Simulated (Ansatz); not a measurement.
The same redistribution along the group F, Cl, Br.

Program: Ansatz. Geometries: PBE0-D4/def2-TZVP. ΔE: electronic, gas phase. CCSD(T)/CBS adds triple-zeta CCSD(T) − MP2 to the extrapolated MP2 energy (def2 sets, frozen cores). This one scheme is used for every species. Functionals use def2-TZVPP. B3LYP here is the variant with VWN-RPA as its local correlation; programs differ in this. For Br, Ga outer-core shells are correlated without core-valence functions, which leaves a few kJ/mol of doubt a bond. Scalar relativity is left out up to krypton. One conformer a species, not always the lowest.

```csv
reaction,RPA@PBE/def2-TZVPP (kcal/mol),B3LYP-D4 (kcal/mol)
`F[SiH]` + `[SH][GaH][SH]` → `F[Si]S` + `[SH][GaH2]`,-5.0,-7.7
`[SiH]Cl` + `[SH][GaH][SH]` → `S[Si]Cl` + `[SH][GaH2]`,-5.1,-7.7
`[SiH]Br` + `[SH][GaH][SH]` → `S[Si]Br` + `[SH][GaH2]`,-4.8,-7.4
```

Question: Give the CCSD(T)/CBS values in the same order. (Estimate.)

Answer: Computed: -6.2, -6.6, -6.4 kcal/mol.

Largest T1 diagnostic: 0.015, for `F[Si]S`.
